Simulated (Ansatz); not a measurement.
H8O2Si3 can be A, `O[SiH](O)[SiH2][SiH3]`, or B, `O[SiH2][SiH2]O[SiH3]`.

Program: Ansatz. Geometries: PBE0-D4/def2-TZVP. ΔE: electronic, gas phase. CBS: MP2 limit from def2 TZ/QZ plus the TZ coupled-cluster correction, frozen cores. DFT in def2-TZVPP. Each species was taken in one conformer, which may not be the lowest.

Q: Which isomer does CCSD(T)/CBS put lower? Give the gap. (Best estimate.)

A: The calculation gave: B, by 14.6 kcal/mol.

Q: Give E(B) − E(A) in kcal/mol with PBE0-D4, PBE-D4, CCSD/def2-TZVPP, CCSD(T)/def2-TZVPP, MP2/def2-TZVPP, B2PLYP, HF/def2-TZVPP. (An estimate is asked.)

A: Computed: PBE0-D4 -10.3, PBE-D4 -8.5, CCSD/def2-TZVPP -15.4, CCSD(T)/def2-TZVPP -14.3, MP2/def2-TZVPP -15.9, B2PLYP -15.8, HF/def2-TZVPP -21.5. None reverses the order clearly.

Largest T1 diagnostic: 0.013.

In def2-TZVPP, CCSD(T) changes the Hartree–Fock value by +7.2 kcal/mol (the triples alone add +1.0 kcal/mol) and MP2 by +5.7 kcal/mol. From PBE to PBE0 (25 % exact exchange), in def2-TZVPP and without D4, E(B) − E(A) moves by −1.9 kcal/mol.
